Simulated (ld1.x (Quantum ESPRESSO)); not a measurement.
Building the ultrasoft potential for Hf (Z = 72) (PBE, scalar-relativistic).

* Element: hafnium (Hf)
* Generator: ld1.x (Quantum ESPRESSO) 7.5
* Type: ultrasoft
* Functional: PBE
* Relativity: scalar-relativistic
* Frozen core: [Kr] 4d10 4f14
* Valence charge: 12
* Reference configuration: 5s2 5p6 5d3 6s1 6p0
* Partial waves: 5s (bound): rcut 1.60, rcutus 1.70 bohr; 6s (bound): rcut 1.60, rcutus 1.70 bohr; 5p (bound): rcut 2.40, rcutus 2.65 bohr; 6p (bound, empty): rcut 2.40, rcutus 2.65 bohr; 5d (bound): rcut 2.70, rcutus 2.90 bohr; 5d channel at 0.45 Ry: rcut 2.70, rcutus 2.90 bohr
* Local potential: all-electron potential smoothed inside 1.60 bohr (lloc = -1)
* Core correction: a·sin(br)/r model core, default radius (core density twice the valence density)
* Augmentation charge: PSQ, inside the norm-conserving radii

All-electron outer shells of the reference configuration (PBE, scalar-relativistic, ld1.x):

```
shell  level (eV)  outermost node (bohr)  outermost maximum (bohr)
   4d     -205.31                   0.23                      0.47
   5s      -65.63                   0.55                      1.01
   5p      -34.30                   0.60                      1.16
   4f      -15.47                      –                      0.45
   6s       -4.74                   1.37                      2.96
   5d       -1.99                   0.67                      1.73
   6p       -1.28                   1.67                      4.26
```

Task: Does the generator finish with these settings?

Result: Yes, a potential is produced and its reference levels are reproduced.

Task: Does the potential have ghost states?

Result: Ghost state, extra bound levels that the all-electron valence spectrum of the same l lacks: d at -15.9 eV (s, p not tested). A true bound ghost makes a file unfit for plane-wave use.

Task: Is the overlap operator S = 1 + Σ q|β⟩⟨β| positive definite (Bessel basis up to 400 Ry)?

Result: No: its lowest eigenvalue is -8.421, in the s channel, so the generalised eigenproblem breaks down once the basis is large enough.

Its largest configuration-test error is -112 meV (5s2 5p6 5d2 6s0 6p0). Test run stopped at test 5 of 7 (negative rho).

Its overlap operator is not positive definite in a basis up to 400 Ry (lowest eigenvalue s -8.42, p -0.61), so the file is unfit for use: the generalised eigenproblem breaks down once the basis is large enough, and its test numbers describe a broken file.
